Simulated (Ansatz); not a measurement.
Born–Oppenheimer molecular dynamics of C3H8O2Si (14 atoms, charge 0, multiplicity 1). It starts from a relaxed structure.

All numbers below come from Ansatz, RKS CAM-B3LYP/STO-3G.

```json
{
  "ensemble": "NVE (Milne-controlled integrator)",
  "time step": "0.5 fs",
  "steps asked": "266",
  "starting velocities drawn for": "200 K",
  "seed": "127283"
}
```

Frames 0.5 fs apart, positions in Å.

Velocities at 15.0 fs (Å/ps):

```
C -0.45 2.50 -3.70
C 4.67 -5.33 2.15
C 0.22 0.18 -0.26
O -0.69 2.43 4.07
O -3.19 1.37 0.33
Si 0.45 -2.22 -2.18
H 4.09 3.79 1.02
H -19.37 0.49 2.38
H -2.55 -1.66 -8.14
H 2.77 21.37 -4.94
H 2.81 0.49 0.03
H 4.42 5.63 13.79
H -15.61 4.56 5.69
H 19.53 -1.39 2.79
```

```xyz
14
Properties=species:S:1:pos:R:3 time_fs=15.0 energy_less_start_eV=0.120 T=123
C -1.078 -1.960 -0.485
C -0.196 -1.338 0.564
C 0.163 -0.058 0.447
O 0.928 0.671 1.387
O -0.072 0.701 -0.692
Si 0.652 2.255 -0.623
H -1.231 -1.276 -1.319
H -2.092 -2.187 -0.085
H -0.655 -2.919 -0.812
H 0.143 -1.873 1.442
H 1.131 -0.014 2.100
H 2.083 2.112 -0.683
H 0.163 2.857 -1.866
H 0.262 3.079 0.473
14
Properties=species:S:1:pos:R:3 time_fs=15.5 energy_less_start_eV=0.132 T=115
C -1.078 -1.959 -0.487
C -0.194 -1.340 0.565
C 0.163 -0.058 0.446
O 0.928 0.673 1.389
O -0.073 0.702 -0.691
Si 0.652 2.254 -0.625
H -1.229 -1.274 -1.319
H -2.101 -2.187 -0.084
H -0.657 -2.920 -0.816
H 0.144 -1.863 1.440
H 1.132 -0.014 2.100
H 2.085 2.115 -0.676
H 0.156 2.859 -1.862
H 0.272 3.078 0.475
14
Properties=species:S:1:pos:R:3 time_fs=16.0 energy_less_start_eV=0.146 T=106
C -1.079 -1.958 -0.489
C -0.191 -1.343 0.566
C 0.164 -0.058 0.446
O 0.928 0.674 1.391
O -0.075 0.703 -0.691
Si 0.652 2.253 -0.626
H -1.226 -1.271 -1.320
H -2.108 -2.186 -0.083
H -0.658 -2.920 -0.822
H 0.145 -1.855 1.439
H 1.134 -0.014 2.101
H 2.087 2.118 -0.669
H 0.149 2.860 -1.857
H 0.281 3.078 0.477
14
Properties=species:S:1:pos:R:3 time_fs=16.5 energy_less_start_eV=0.155 T=100
C -1.080 -1.958 -0.490
C -0.189 -1.345 0.567
C 0.164 -0.057 0.446
O 0.927 0.675 1.393
O -0.077 0.703 -0.691
Si 0.653 2.252 -0.627
H -1.222 -1.268 -1.321
H -2.114 -2.185 -0.083
H -0.660 -2.921 -0.828
H 0.146 -1.848 1.440
H 1.136 -0.015 2.103
H 2.090 2.122 -0.663
H 0.143 2.861 -1.851
H 0.290 3.078 0.481
14
Properties=species:S:1:pos:R:3 time_fs=17.0 energy_less_start_eV=0.157 T=99
C -1.081 -1.957 -0.491
C -0.187 -1.348 0.567
C 0.165 -0.057 0.446
O 0.927 0.676 1.395
O -0.079 0.704 -0.691
Si 0.653 2.251 -0.628
H -1.218 -1.265 -1.324
H -2.116 -2.184 -0.084
H -0.662 -2.920 -0.835
H 0.147 -1.845 1.444
H 1.139 -0.015 2.106
H 2.092 2.126 -0.656
H 0.138 2.861 -1.845
H 0.298 3.079 0.484
14
Properties=species:S:1:pos:R:3 time_fs=17.5 energy_less_start_eV=0.151 T=103
C -1.082 -1.957 -0.492
C -0.185 -1.349 0.568
C 0.166 -0.056 0.445
O 0.926 0.678 1.396
O -0.081 0.705 -0.690
Si 0.653 2.250 -0.630
H -1.212 -1.262 -1.327
H -2.116 -2.182 -0.086
H -0.664 -2.920 -0.842
H 0.147 -1.843 1.449
H 1.141 -0.015 2.109
H 2.094 2.129 -0.650
H 0.133 2.861 -1.837
H 0.305 3.079 0.489
14
Properties=species:S:1:pos:R:3 time_fs=18.0 energy_less_start_eV=0.140 T=110
C -1.083 -1.957 -0.493
C -0.183 -1.351 0.568
C 0.166 -0.056 0.445
O 0.926 0.679 1.398
O -0.083 0.705 -0.690
Si 0.653 2.249 -0.631
H -1.207 -1.258 -1.330
H -2.113 -2.179 -0.088
H -0.667 -2.918 -0.850
H 0.148 -1.845 1.457
H 1.144 -0.015 2.112
H 2.095 2.133 -0.645
H 0.129 2.861 -1.829
H 0.312 3.080 0.493
14
Properties=species:S:1:pos:R:3 time_fs=18.5 energy_less_start_eV=0.130 T=116
C -1.085 -1.958 -0.494
C -0.182 -1.353 0.568
C 0.167 -0.055 0.445
O 0.926 0.680 1.400
O -0.085 0.706 -0.689
Si 0.654 2.248 -0.633
H -1.201 -1.254 -1.333
H -2.108 -2.176 -0.092
H -0.670 -2.916 -0.859
H 0.149 -1.848 1.467
H 1.146 -0.015 2.116
H 2.096 2.137 -0.640
H 0.126 2.861 -1.820
H 0.318 3.080 0.498
14
Properties=species:S:1:pos:R:3 time_fs=19.0 energy_less_start_eV=0.126 T=119
C -1.087 -1.958 -0.495
C -0.180 -1.354 0.568
C 0.169 -0.054 0.444
O 0.925 0.681 1.402
O -0.087 0.707 -0.689
Si 0.654 2.247 -0.634
H -1.194 -1.251 -1.337
H -2.101 -2.173 -0.096
H -0.674 -2.914 -0.867
H 0.149 -1.853 1.477
H 1.149 -0.014 2.118
H 2.097 2.141 -0.636
H 0.123 2.861 -1.812
H 0.324 3.080 0.502
14
Properties=species:S:1:pos:R:3 time_fs=19.5 energy_less_start_eV=0.130 T=116
C -1.088 -1.959 -0.495
C -0.178 -1.355 0.568
C 0.170 -0.054 0.444
O 0.925 0.682 1.403
O -0.089 0.707 -0.688
Si 0.655 2.247 -0.635
H -1.188 -1.248 -1.339
H -2.094 -2.170 -0.100
H -0.678 -2.911 -0.876
H 0.148 -1.860 1.487
H 1.151 -0.013 2.121
H 2.098 2.145 -0.632
H 0.120 2.861 -1.805
H 0.329 3.080 0.507
14
Properties=species:S:1:pos:R:3 time_fs=20.0 energy_less_start_eV=0.143 T=108
C -1.090 -1.960 -0.496
C -0.177 -1.356 0.568
C 0.171 -0.053 0.444
O 0.924 0.683 1.405
O -0.091 0.708 -0.688
Si 0.655 2.246 -0.637
H -1.181 -1.246 -1.341
H -2.087 -2.166 -0.104
H -0.682 -2.907 -0.885
H 0.147 -1.867 1.496
H 1.153 -0.010 2.123
H 2.098 2.149 -0.629
H 0.118 2.861 -1.798
H 0.334 3.079 0.510
14
Properties=species:S:1:pos:R:3 time_fs=20.5 energy_less_start_eV=0.160 T=97
C -1.091 -1.960 -0.496
C -0.175 -1.356 0.568
C 0.172 -0.053 0.444
O 0.924 0.684 1.407
O -0.093 0.708 -0.687
Si 0.656 2.245 -0.638
H -1.174 -1.244 -1.341
H -2.080 -2.163 -0.108
H -0.687 -2.904 -0.894
H 0.144 -1.874 1.504
H 1.155 -0.007 2.124
H 2.098 2.153 -0.628
H 0.115 2.862 -1.793
H 0.338 3.077 0.513
```

Of the whole run (133 fs, mean temperature of the second half 93 K): The conserved energy stayed within 0.0096 meV per atom of its start (net change -0.00036 meV per atom), so the integration is sound. The temperature averaged 0.47 of the 200 K drawn at the start: a run that starts near a minimum puts about half its kinetic energy into the potential. A run of 0.13 ps of so small a system gives no equilibrium averages. Limits of this set-up: minimal basis.

The run took 12 min on 1 thread of Arm Neoverse V1, on a shared host, peak memory 0.1 GiB.
